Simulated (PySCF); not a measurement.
CH₅N₂S, SMILES NC([NH3+])=S, charge +1.

The structure is a stationary point at B3LYP-D3(BJ)/def2-SVP. The isomer is the one that the SMILES or the coordinates give; other isomers of the formula were not compared. One conformer was computed; it need not be the lowest.

The numbers are results of ωB97X/def2-TZVP (PySCF), not measurements.

The molecule is in vacuum.

**Question.** Estimate the frontier levels, gap, dipole moment and polarisability. (Estimate from the structure and the level; the computed values follow.)

**Answer.** 
```json
{
  "highest_occupied_level": "-14.25 eV",
  "lowest_empty_level": "-4.30 eV",
  "orbital_gap": "9.94 eV",
  "dipole_moment_about_the_centre_of_nuclear_charge": "7.35 D",
  "mean_static_polarisability": "45.8 bohr³ (6.79 Å³)",
  "polarisability_principal_values": "29.5, 42.4, 65.5 bohr³"
}
```
